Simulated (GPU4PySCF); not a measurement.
Vertical excitations of a molecule C10H16S from GPU4PySCF with TDA-CAM-B3LYP/def2-SVPD, as energy in eV (oscillator strength): 5.96 (0.114), 6.24 (0.067), 6.25 (0.038), 6.44 (0.003), 6.65 (0.008), 6.90 (0.004), 7.13 (0.020), 7.31 (0.010), 7.40 (0.026), 7.44 (0.051), 7.53 (0.046), 7.61 (0.092). Lowest triplet (TDA): 3.86 eV. The structure is a stationary point at PBE0-D3(BJ)/def2-TZVP. The values are those of a single conformer.

### Question
Which structure fits?
A. CCCCCCc1ccsc1
B. CCc1ccsc1C(C)(C)C
C. CCc1ccc(C(C)(C)C)s1
D. CCc1csc(C(C)(C)C)c1

### Answer
A, CCCCCCc1ccsc1
